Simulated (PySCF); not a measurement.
C3H9NSi.
Cartesian coordinates in Å at the PBE0-D3(BJ)/def2-SVP level; atoms count from 1:
```xyz
14
C3H9NSi angstrom
C     -0.5510   -1.1681    0.2751
C     -1.3647    0.0632   -0.1287
N     -0.4931    1.2106    0.0458
Si     1.1949    0.8342   -0.1033
C      0.8768   -1.0224   -0.2745
H     -1.0393   -2.0936   -0.0704
H     -0.5116   -1.2150    1.3764
H     -1.7179   -0.0494   -1.1761
H     -2.2684    0.1472    0.5004
H     -0.9199    2.1238   -0.0286
H      2.0094    1.2323    1.0913
H      1.8805    1.4305   -1.2984
H      0.9168   -1.2893   -1.3444
H      1.5973   -1.6675    0.2494
```

Method used: TDDFT PBE0/def2-SVPD, vertical, gas phase, core orbitals frozen in the response (PySCF 2.14.0, density-fitted response routines).

Ground-to-excited transition dipoles (e·a0, same axes as the geometry; the sign carries no meaning), for the states with f of 0.002 or more among the lowest 6:

```tsv
state	E (eV)	μx	μy	μz
S1	5.738	-0.100	-0.066	0.109
S2	5.981	-0.044	0.039	0.269
S3	6.875	-0.084	-0.037	0.064
S6	7.403	0.026	0.166	0.422
```

Problem. What oscillator strength does each state have?

Solution. f = (2/3) ΔE |μ|² with ΔE in hartree (27.2114 eV).

| state | \|μ\|² (au) | \|μ\| (D) | f |
| --- | --- | --- | --- |
| S1 | 0.026 | 0.41 | 0.004 |
| S2 | 0.076 | 0.70 | 0.011 |
| S3 | 0.012 | 0.28 | 0.002 |
| S6 | 0.207 | 1.16 | 0.037 |

Problem. What angle do the transition dipoles of S2 and S6 make?

Solution. |cos θ| = |μa·μb| / (|μa| |μb|) = 0.95, so θ ≈ 18° (taken between 0 and 90°, since the signs are arbitrary).

Problem. How is the summed strength of these states shared among x, y and z?

Solution. (2/3) Σ ΔE μα² gives 0.003 for x, 0.006 for y and 0.045 for z, 0.054 in all.

Problem. What peak molar absorption coefficient would the strongest computed level give as a lone Gaussian band 0.3 eV wide at half height?

Solution. ε(max) = 2.175×10⁸ f / FWHM, with the width in cm⁻¹. S6: 2.175×10⁸ × 0.0375 / 2420 ≈ 3400 L mol⁻¹ cm⁻¹.

The run took about 60 s of CPU time (grids of density and orbitals included) (one thread, shared machine).

One conformer stands for the species.

Without π bonds the low states may be Rydberg-like; a valence basis with one diffuse set may place them up to an eV too high.
